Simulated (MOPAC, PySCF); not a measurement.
CH$_{9}$GaSi$_{2}$, SMILES `[CH3][Ga]([SiH3])[SiH3]`, neutral singlet in the gas phase. 

Cartesian coordinates (Å):
```xyz
13

C     -0.6491    -2.0651    -0.0291
Ga    -0.0675    -0.1642    -0.0189
Si     2.3078     0.3520     0.0556
Si    -1.6969     1.6373    -0.0429
H     -1.5226    -2.2069    -0.6804
H     -0.9580    -2.3331     0.9946
H      0.1533    -2.7487    -0.3336
H      2.9404    -0.2673     1.2687
H      2.6129     1.8184     0.0876
H      3.0054    -0.2286    -1.1409
H     -3.1265     1.1847    -0.0265
H     -1.5051     2.4791    -1.2713
H     -1.4940     2.5423     1.1371
```
Charge 0, multiplicity 1.

All levels are single points at this geometry (PBE-D3(BJ)/def2-TZVP); Pople sets use spherical d functions. Orbital energies aren't observables, and empty levels follow the basis.

| level | HOMO (eV) | LUMO (eV) | gap (eV) | dipole (D) | vertical IE, Delta-SCF (eV) |
|---|---|---|---|---|---|
| PBE-D3(BJ)/def2-TZVP in PySCF | -6.05 | -2.86 | 3.20 | 1.10 | 8.59 |
| B3LYP/3-21G in PySCF | -6.84 | -2.01 | 4.83 | 1.35 | – |
| B3LYP/6-311+G** (LANL2DZ on Ga) in PySCF | -6.96 | -2.22 | 4.74 | 1.02 | – |
| SVWN5/6-31G* in PySCF | -6.00 | -2.86 | 3.14 | 1.19 | 8.66 |
| HF/3-21G in PySCF | -9.34 | 0.78 | 10.12 | 1.41 | – |
| PM6 in MOPAC | -8.94 | -0.95 | 7.99 | 0.20 | – |
